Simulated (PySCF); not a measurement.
PySCF input for ClH3S3Sn, SMILES [SH][Sn]([SH])([SH])[Cl], PBE-D3(BJ)/def2-SVP. Geometry optimised at PBE-D3(BJ)/def2-SVP. The structure was generated by enumeration; whether it is a known compound was not checked. The def2 effective core potentials stand for the cores of Sn; spin–orbit coupling is left out. The values are those of a single conformer.

```python
import numpy as np
from pyscf import gto, scf, dft, df
from pyscf.hessian import thermo

mol = gto.M(
    atom='''
    S    -1.48922907    1.75711495   -0.76964427
    Sn    0.00000000   -0.00000000    0.02042148
    S    -0.77709156   -2.16826768   -0.76964438
    S     2.26632076    0.41115282   -0.76964411
    Cl   -0.00000014   -0.00000009    2.38818429
    H    -2.13065493    0.84742271   -1.55909428
    H     0.33143805   -2.26891264   -1.55909427
    H     1.79921713    1.42149011   -1.55909405
    ''',
    basis='def2-SVP',
    ecp={'Sn': 'def2-svp'},
    charge=0,
    spin=0,
    max_memory=1600,
    verbose=3,
)
mf = dft.RKS(mol, xc='pbe').density_fit(auxbasis='def2-universal-jkfit')
mf.disp = 'd3bj'
mf.grids.level = 3
mf.conv_tol = 1e-11
mf.max_cycle = 100
mf.kernel()

# analytic Hessian; the response equations are solved on a coarser grid
h, args, fine = mf.Hessian(), (mf.mo_energy, mf.mo_coeff, mf.mo_occ), mf.grids
h.max_memory = max(150, 2.5e-5 * df.make_auxmol(mol, mf.with_df.auxbasis).nao * mol.nelec[0] * (mol.nelec[0] + mol.nao))  # MB; small integral blocks
h1ao = h.make_h1(mf.mo_coeff, mf.mo_occ)
mf.grids = dft.Grids(mol).set(level=1).build(with_non0tab=True)
mo1, mo_e1 = h.solve_mo1(*args, h1ao)
mf.grids = fine
hess = h.hess_elec(*args, mo1, mo_e1, h1ao) + h.hess_nuc()
if mf.do_disp():
    hess += h.get_dispersion()
for i in range(mol.natm):  # the analytic DFT Hessian lacks the response of the grid: restore translational invariance
    hess[i, i] -= hess[i].sum(axis=0)
hess = (hess + hess.transpose(1, 0, 3, 2)) / 2
vib = thermo.harmonic_analysis(mol, hess, imaginary_freq=False)
thermo.dump_normal_mode(mol, vib)
th = thermo.thermo(mf, vib['freq_au'][vib['freq_au'] > 0], 298.15, 101325)
thermo.dump_thermo(mol, th)
g0 = mf.nuc_grad_method().set(verbose=0).kernel()

# dipole derivatives [dipole axis, atom, xyz] from the same response
r, irp = mol.intor('int1e_r'), mol.intor('int1e_irp').reshape(3, 3, mol.nao, mol.nao)
sl, dm0, ok = mol.aoslice_by_atom(), np.array(mf.make_rdm1()), []
dmu = np.einsum('a,xt->xat', mol.atom_charges(), np.eye(3))
for a, (_, _, p0, p1) in enumerate(sl):
    dmu[:, a] += 2 * np.einsum('xtij,ij->xt', irp[:, :, :, p0:p1], dm0.reshape(-1, mol.nao, mol.nao).sum(0)[:, p0:p1])
    for u, c, occ, f in [(mo1, mf.mo_coeff, mf.mo_occ, 4)]:
        dmu[:, a] -= f * np.einsum('tui,xuv,vi->xt', u[a], r, c[:, occ > 0], optimize=True)
L = vib['norm_mode']
ir = 974.8801 * (np.einsum('xat,kat->kx', dmu, L) ** 2).sum(1)       # km/mol
apt = np.einsum('xax->a', dmu) / 3
print('mode   freq/cm-1   IR/(km/mol)')
for k, w in enumerate(vib['freq_wavenumber']):
    print(f'{k + 1:4d} {w:11.2f} {ir[k]:13.3f}')
print('max |gradient| / (hartree/bohr):', abs(g0).max())
print('APT charges:', apt.round(4))
```

Output:

```
converged SCF energy = -1869.78803803839

WARN: DFTD3 does not support analytical Hessian, using finite difference


WARN: Mole.unit (angstrom) is changed to Bohr

Mode                                 0                   1                   2
Irrep
Freq [cm^-1]                       59.5390             59.5508            103.4352
Reduced mass [au]                   3.9080              3.9043              6.5248
Force const [Dyne/A]                0.0082              0.0082              0.0411
Char temp [K]                      85.6634             85.6803            148.8203
Normal mode                   x     y     z       x     y     z       x     y     z
       0   S                -0.05 -0.01  0.07   -0.04 -0.05 -0.04   -0.07 -0.04 -0.01
       1  Sn                -0.01 -0.00 -0.00   -0.00  0.01  0.00    0.02  0.04 -0.00
       2   S                 0.03  0.01 -0.07   -0.06  0.03 -0.04    0.02  0.03  0.03
       3   S                 0.01 -0.07  0.00    0.02  0.01  0.08    0.03 -0.08 -0.01
       4  Cl                 0.00  0.07 -0.00    0.07 -0.00  0.00   -0.03 -0.05 -0.00
       5   H                 0.23  0.08 -0.27   -0.08 -0.11  0.06   -0.12 -0.14  0.14
       6   H                 0.21 -0.09  0.19    0.10 -0.13  0.20   -0.12  0.14 -0.17
       7   H                 0.07  0.02  0.08   -0.01 -0.27 -0.27    0.13 -0.00  0.03
Mode                                 3                   4                   5
Irrep
Freq [cm^-1]                      103.4649            104.4801            128.3600
Reduced mass [au]                   6.5269             17.8534              1.5289
Force const [Dyne/A]                0.0412              0.1148              0.0148
Char temp [K]                     148.8629            150.3236            184.6815
Normal mode                   x     y     z       x     y     z       x     y     z
       0   S                -0.02 -0.06  0.02   -0.03  0.03  0.07    0.01  0.01  0.05
       1  Sn                 0.04 -0.02  0.00    0.00 -0.00 -0.05    0.02 -0.01 -0.00
       2   S                -0.09  0.03 -0.00   -0.01 -0.04  0.07    0.01  0.00 -0.02
       3   S                 0.02  0.05 -0.02    0.04  0.01  0.07    0.00  0.00 -0.03
       4  Cl                -0.05  0.03  0.00    0.00  0.00 -0.05   -0.07  0.03 -0.00
       5   H                 0.14 -0.05 -0.12   -0.05  0.08  0.03   -0.29 -0.05  0.36
       6   H                -0.14 -0.04 -0.06   -0.04 -0.09  0.04    0.10 -0.07  0.12
       7   H                -0.00  0.20  0.18    0.09  0.01  0.04   -0.11 -0.40 -0.48
Mode                                 6                   7                   8
Irrep
Freq [cm^-1]                      128.3804            221.2410            309.5187
Reduced mass [au]                   1.5278              1.0313             18.7152
Force const [Dyne/A]                0.0148              0.0297              1.0564
Char temp [K]                     184.7109            318.3166            445.3284
Normal mode                   x     y     z       x     y     z       x     y     z
       0   S                -0.00  0.00 -0.01   -0.01 -0.00  0.01   -0.06  0.07 -0.03
       1  Sn                 0.01  0.02 -0.00    0.00  0.00  0.01   -0.00 -0.00  0.01
       2   S                -0.01  0.01  0.05    0.01 -0.01  0.01   -0.03 -0.08 -0.03
       3   S                -0.00  0.01 -0.04    0.00  0.01  0.01    0.09  0.02 -0.03
       4  Cl                -0.03 -0.07 -0.00   -0.00 -0.00 -0.01   -0.00 -0.00  0.06
       5   H                 0.30  0.09 -0.35    0.36  0.11 -0.42   -0.06  0.06 -0.03
       6   H                 0.28 -0.30  0.48   -0.28  0.26 -0.42   -0.03 -0.08 -0.03
       7   H                -0.05 -0.09 -0.14   -0.09 -0.37 -0.42    0.08  0.02 -0.03
Mode                                 9                  10                  11
Irrep
Freq [cm^-1]                      350.9476            350.9512            365.6888
Reduced mass [au]                  18.4557             18.4584             35.1994
Force const [Dyne/A]                1.3393              1.3395              2.7734
Char temp [K]                     504.9354            504.9406            526.1448
Normal mode                   x     y     z       x     y     z       x     y     z
       0   S                 0.01 -0.01  0.00   -0.08  0.08 -0.04    0.02 -0.02  0.01
       1  Sn                -0.04 -0.03  0.00    0.03 -0.04  0.00   -0.00 -0.00 -0.05
       2   S                 0.03  0.09  0.03    0.02  0.06  0.02    0.01  0.03  0.01
       3   S                 0.10  0.02 -0.03   -0.05 -0.01  0.02   -0.03 -0.00  0.01
       4  Cl                 0.00 -0.00 -0.00    0.00  0.00 -0.00   -0.00  0.00  0.13
       5   H                -0.02  0.01  0.00   -0.09  0.10 -0.05    0.03  0.00 -0.03
       6   H                 0.04  0.12  0.04    0.02  0.04  0.03   -0.02  0.03 -0.03
       7   H                 0.10  0.02 -0.04   -0.08 -0.02  0.02   -0.01 -0.03 -0.03
Mode                                12                  13                  14
Irrep
Freq [cm^-1]                      664.7256            676.5561            676.6419
Reduced mass [au]                   1.0592              1.0689              1.0688
Force const [Dyne/A]                0.2758              0.2883              0.2883
Char temp [K]                     956.3921            973.4136            973.5371
Normal mode                   x     y     z       x     y     z       x     y     z
       0   S                -0.01  0.02  0.00    0.00 -0.02 -0.00    0.00 -0.03 -0.00
       1  Sn                -0.00  0.00 -0.01   -0.00  0.01  0.00    0.01  0.00 -0.00
       2   S                -0.01 -0.02  0.00    0.01  0.01 -0.00   -0.02 -0.02  0.00
       3   S                 0.02 -0.00  0.00    0.03 -0.01  0.00   -0.00  0.00 -0.00
       4  Cl                 0.00 -0.00 -0.00    0.00 -0.00  0.00   -0.00 -0.00 -0.00
       5   H                 0.34 -0.40  0.19   -0.31  0.35 -0.16   -0.37  0.44 -0.22
       6   H                 0.17  0.49  0.19   -0.10 -0.25 -0.11    0.22  0.66  0.25
       7   H                -0.52 -0.10  0.19   -0.72 -0.14  0.27    0.11  0.03 -0.03
Mode                                15                  16                  17
Irrep
Freq [cm^-1]                     2608.6386           2608.6506           2608.7952
Reduced mass [au]                   1.0384              1.0384              1.0384
Force const [Dyne/A]                4.1632              4.1632              4.1637
Char temp [K]                    3753.2501           3753.2674           3753.4755
Normal mode                   x     y     z       x     y     z       x     y     z
       0   S                -0.00 -0.00 -0.00    0.01  0.02  0.01   -0.01 -0.01 -0.01
       1  Sn                 0.00 -0.00  0.00    0.00  0.00 -0.00   -0.00 -0.00 -0.00
       2   S                 0.01 -0.00 -0.01    0.01 -0.00 -0.01    0.01 -0.00 -0.01
       3   S                 0.01 -0.02  0.01   -0.00  0.01 -0.00   -0.01  0.01 -0.01
       4  Cl                 0.00  0.00 -0.00   -0.00  0.00  0.00    0.00 -0.00  0.00
       5   H                 0.09  0.12  0.10   -0.36 -0.50 -0.44    0.29  0.40  0.35
       6   H                -0.43  0.04  0.31   -0.48  0.05  0.34   -0.46  0.05  0.33
       7   H                -0.27  0.59 -0.47    0.08 -0.17  0.13    0.17 -0.38  0.30
temperature 298.1500 [K]
pressure 101325.00 [Pa]
Rotational constants [GHz] 0.96051 0.95469 0.95469
Symmetry number 3
Zero-point energy (ZPE) 0.02763 [Eh]   72550.914 [J/mol]
                           tot       elec      trans        rot        vib
Entropy [J/mol/K]       432.537      0.000    177.774    117.581    137.181
Cv [J/mol/K]            127.201      0.000     12.472     12.472    102.257
Cp [J/mol/K]            135.515      0.000     20.786     12.472    102.257
Internal energy [J/mol]                      3718.434   3718.434  92372.438
Internal energy [Eh]   -1869.75002  -1869.78804
Enthalpy [J/mol]                             6197.391   3718.434  92372.438
Enthalpy [Eh]          -1869.74908
Gibbs free energy [J/mol]                  -46806.068 -31338.294  51471.809
Gibbs free energy [Eh] -1869.79820
mode   freq/cm-1   IR/(km/mol)
   1       59.54         2.722
   2       59.55         2.717
   3      103.44         7.539
   4      103.46         7.532
   5      104.48         6.797
   6      128.36         6.866
   7      128.38         6.867
   8      221.24        15.365
   9      309.52         0.002
  10      350.95        35.135
  11      350.95        35.131
  12      365.69        59.563
  13      664.73         3.413
  14      676.56        10.569
  15      676.64        10.570
  16     2608.64         2.806
  17     2608.65         2.805
  18     2608.80         1.516
max |gradient| / (hartree/bohr): 8.380913418215986e-05
APT charges: [-0.4242  1.6286 -0.4241 -0.4242 -0.5457  0.0632  0.0632  0.0632]
```

Self-consistency was reached.

Cost: about 3 core-minutes (a rough figure).
